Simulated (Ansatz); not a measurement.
RuO2⁻. Charge -1, multiplicity 2. Geometry PBE0-D4/def2-TZVPD; atoms count from 1.

```xyz
3

Ru    0.9358    0.3790   -0.6390
O    -0.5297   -0.7391   -0.0969
O    -0.4062    0.3601    0.7359
```

In the def2 sets Ru takes a core potential; there is no spin–orbit coupling. The structure holds 1 bond(s) between oxygen atoms. The charge -1 doublet is spin-contaminated (final ⟨S²⟩ up to 1.47, 0.75 for a pure state). The highest occupied level of the charge -1 doublet lies above zero (up to 0.52 eV). The electron is either unbound and held by the finite basis, or the level is raised by self-interaction error. Another isomer (doublet) lies 4.21 eV lower at PBE0-D4/def2-TZVPD; other spin states weren't run for this one.

Q: Estimate the Mulliken populations from the PBE0/def2-TZVPD orbitals of Ansatz.

A: 
```csv
atom,charge (e),spin (α − β),d electrons
Ru1,-0.23,0.84,6.74
O2,-0.39,0.08,–
O3,-0.39,0.08,–
```
Mulliken values depend strongly on the basis. With diffuse functions, as here, like atoms can get unlike values, and bond orders can come out too low or too high.

Q: Where does the spin sit?

A: Summed by element: Ru 0.84, O 0.16, of 1 unpaired in all. Largest on single atoms: Ru1 0.84, O3 0.08, O2 0.08.

Q: And the Mayer bond orders between heavy atoms (over 0.3)?

A: Ru1–O2 0.60 (1.92 Å); Ru1–O3 0.60 (1.92 Å); O2–O3 0.62 (1.38 Å).
